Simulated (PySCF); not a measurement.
**Löwdin shares of the frontier orbitals**

Species: C₄H₇F₂NSi.
Z-matrix (Å and degrees, GFN2-xTB geometry), rows numbered from 1:
```
F 
C   1  1.3815
F   2  1.3769  1  103.61
C   2  1.4927  1  109.07  3  -115.72
C   4  1.3231  2  124.59  1   -99.32
C   5  1.4931  4  128.63  2    -1.30
N   6  1.4473  5  115.68  4    -3.26
Si  7  1.7105  6  125.81  5   -20.72
H   4  1.0818  2  115.03  1    79.46
H   5  1.0828  4  118.68  2   178.44
H   6  1.0999  5  107.57  4   118.32
H   6  1.1017  5  107.30  4  -127.12
H   7  1.0082  6  111.28  5  -178.27
H   8  1.4564  2  111.08  1   -26.08
H   8  1.4695  2  106.04  1  -150.14
```

Computed with PySCF 2.14.0, density-fitted response routines, TDDFT CAM-B3LYP/def2-SVPD, vertical, gas phase, core orbitals frozen in the response.

Kohn–Sham orbitals with the atoms that hold most of them (Löwdin shares over 4%, at most four atoms; ? is withheld):

```json
{"orbital": "LUMO+2", "ε (eV)": "1.35", "atoms": "Si8 25%, C5 10%, C6 9%, H11 8%"}
{"orbital": "LUMO+1", "ε (eV)": "0.79", "atoms": "Si8 25%, H13 15%, C6 11%, N7 7%"}
{"orbital": "LUMO", "ε (eV)": "0.78", "atoms": "C5 31%, C4 26%, C2 7%, C6 6%"}
{"orbital": "HOMO", "ε (eV)": "-8.55", "atoms": "?"}
{"orbital": "HOMO-1", "ε (eV)": "-9.36", "atoms": "?"}
{"orbital": "HOMO-2", "ε (eV)": "-10.01", "atoms": "C4 18%, C2 16%, F1 15%, C5 11%"}
{"orbital": "HOMO-3", "ε (eV)": "-11.57", "atoms": "Si8 34%, H14 24%, H15 16%, N7 9%"}
```

**Question.** Give the leading atoms of the HOMO.

**Answer.** N7 (bonded to C, Si and H) 49%; C6 (bonded to C, N and 2 H) 11%; Si8 (bonded to C, N and 2 H) 10%; H15 (bonded to Si) 6%.

**Question.** Give the leading atoms of the HOMO-1.

**Answer.** C4 (bonded to 2 C and H) 26%; C5 (bonded to 2 C and H) 24%; C2 (bonded to C, 2 F and Si) 12%; Si8 (bonded to C, N and 2 H) 7%. By element: carbon 62% or more, silicon 7%.

**Question.** How does S1 compare with the orbital gap of 9.33 eV?

**Answer.** S1 is at 5.99 eV (f = 0.0035), 3.34 eV below the gap, made of HOMO→LUMO+1 (91%). 

Next come S2 at 6.25 eV (f 0.037), HOMO→LUMO (94%); S3 at 6.67 eV (f 0.0070), HOMO→LUMO+2 (80%), HOMO→LUMO+4 (8%); S4 at 6.76 eV (f 0.067), HOMO-1→LUMO (60%), HOMO-2→LUMO (30%); S5 at 7.31 eV (f 0.018), HOMO-1→LUMO+1 (69%).

One conformer stands for the species.
